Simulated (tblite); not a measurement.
Species: C₄H₉BFO (charge -1).
SMILES with atom numbers: `[BH3-:1][O:2][CH2:3][C@H:4]([F:5])[CH:6]=[CH2:7]` (hydrogens: H8, H9, H10 on B1; H11, H12 on C3; H13 on C4; H14 on C6; H15, H16 on C7)
Bond orders are those of one Lewis drawing.

Computed with GFN2-xTB (tblite), gas phase: L-BFGS steps from a force-field or distance-geometry start until the largest atomic force falls under 0.01 eV/Å.

Step 25: E = -636.0507 eV
```
atom  x, y, z in Å  |  force x, y, z in eV/Å
B1     -2.9955   -0.0144   -0.2350   -0.077   0.052   0.043
O2     -1.6092   -0.6223   -0.4300   -0.001  -0.009   0.003
C3     -0.6161    0.1298    0.1056   -0.006  -0.002   0.014
C4      0.7617   -0.5208   -0.0966    0.006   0.024   0.016
F5      0.8863   -1.6735    0.6840    0.015   0.008   0.032
C6      1.8862    0.4038    0.2819    0.041  -0.010   0.018
C7      3.1631    0.0733    0.2051    0.011   0.004  -0.006
H8     -3.7968   -0.8144   -0.6609    0.067   0.022  -0.008
H9     -3.0688    1.0512   -0.8533    0.034  -0.010   0.016
H10    -3.1946    0.2083    0.9622    0.033  -0.015  -0.056
H11    -0.5546    1.1461   -0.3620   -0.007  -0.057  -0.013
H12    -0.7495    0.3084    1.1977   -0.030  -0.052  -0.031
H13     0.8640   -0.8811   -1.1296   -0.051   0.043  -0.006
H14     1.5891    1.3646    0.6806   -0.006  -0.009  -0.009
H15     3.9493    0.7335    0.5369   -0.005   0.018  -0.030
H16     3.4780   -0.8836   -0.1798   -0.025  -0.006   0.016
```

Step 26: E = -636.0517 eV
```
atom  x, y, z in Å  |  force x, y, z in eV/Å
B1     -2.9948   -0.0116   -0.2364   -0.055   0.046   0.023
O2     -1.6086   -0.6209   -0.4334   -0.010  -0.013  -0.002
C3     -0.6165    0.1279    0.1081    0.012  -0.020   0.006
C4      0.7619   -0.5230   -0.0947    0.005   0.012   0.015
F5      0.8840   -1.6754    0.6886    0.028   0.037   0.015
C6      1.8875    0.4030    0.2803   -0.006  -0.020   0.017
C7      3.1651    0.0746    0.2031   -0.007   0.014   0.000
H8     -3.7955   -0.8088   -0.6637    0.044  -0.003  -0.021
H9     -3.0672    1.0539   -0.8528    0.036   0.008   0.010
H10    -3.1932    0.2076    0.9589    0.029  -0.006  -0.020
H11    -0.5558    1.1469   -0.3519    0.003  -0.046  -0.025
H12    -0.7517    0.2986    1.2003   -0.030  -0.044  -0.003
H13     0.8625   -0.8858   -1.1276   -0.050   0.049   0.014
H14     1.5852    1.3651    0.6743    0.025  -0.029  -0.018
H15     3.9477    0.7416    0.5299    0.004  -0.001  -0.033
H16     3.4817   -0.8846   -0.1761   -0.026   0.018   0.022
```

Step 27: E = -636.0524 eV
```
atom  x, y, z in Å  |  force x, y, z in eV/Å
B1     -2.9955   -0.0085   -0.2370   -0.010   0.024  -0.007
O2     -1.6083   -0.6199   -0.4360   -0.017  -0.013  -0.005
C3     -0.6166    0.1260    0.1102    0.013  -0.033  -0.001
C4      0.7622   -0.5245   -0.0929   -0.002  -0.003   0.014
F5      0.8833   -1.6761    0.6925    0.036   0.046   0.003
C6      1.8885    0.4021    0.2792   -0.040  -0.019   0.010
C7      3.1665    0.0758    0.2016   -0.018   0.016   0.004
H8     -3.7936   -0.8046   -0.6663    0.016  -0.021  -0.030
H9     -3.0656    1.0562   -0.8522    0.033   0.027   0.004
H10    -3.1917    0.2070    0.9560    0.019   0.005   0.021
H11    -0.5563    1.1465   -0.3448    0.009  -0.031  -0.030
H12    -0.7538    0.2901    1.2021   -0.029  -0.033   0.021
H13     0.8603   -0.8886   -1.1259   -0.043   0.048   0.024
H14     1.5827    1.3650    0.6691    0.041  -0.029  -0.018
H15     3.9466    0.7477    0.5243    0.013  -0.011  -0.032
H16     3.4839   -0.8850   -0.1731   -0.021   0.027   0.022
```

Task: Estimate the geometry and energy of step 28. (The exact step hangs on the optimiser's Hessian estimate; all steps are aligned on step 27, rigid shifts and turns removed.)

Result: E = -636.0532 eV, largest force 0.055 eV/Å
```
atom  x, y, z in Å  |  force x, y, z in eV/Å
B1     -2.9966   -0.0047   -0.2380    0.040  -0.005  -0.034
O2     -1.6084   -0.6188   -0.4391   -0.020  -0.010  -0.005
C3     -0.6166    0.1233    0.1125    0.000  -0.035  -0.002
C4      0.7623   -0.5263   -0.0908   -0.012  -0.016   0.013
F5      0.8839   -1.6761    0.6969    0.040   0.036   0.000
C6      1.8889    0.4007    0.2779   -0.055  -0.007   0.001
C7      3.1674    0.0776    0.2001   -0.021   0.013   0.005
H8     -3.7916   -0.8009   -0.6699   -0.009  -0.026  -0.035
H9     -3.0638    1.0596   -0.8516    0.027   0.041   0.000
H10    -3.1901    0.2067    0.9535    0.007   0.014   0.052
H11    -0.5562    1.1455   -0.3372    0.013  -0.019  -0.029
H12    -0.7564    0.2802    1.2046   -0.026  -0.020   0.035
H13     0.8570   -0.8914   -1.1236   -0.032   0.039   0.021
H14     1.5807    1.3644    0.6629    0.046  -0.011  -0.011
H15     3.9457    0.7538    0.5180    0.017  -0.015  -0.029
H16     3.4861   -0.8845   -0.1696   -0.014   0.023   0.017
```

The energy changes by -0.0008 eV. The first-order estimate −F·Δx gives -0.0010 eV and the mean of the old and new forces, exact on a quadratic surface, -0.0008 eV. The step makes an angle of 74° with the force vector and moves no atom by more than 0.011 Å.

The cost below is that of the whole relaxation. The run took 1.2 s of wall time on Arm Neoverse N1, one thread, shared host with 32 logical CPUs at a one-minute load of 23.
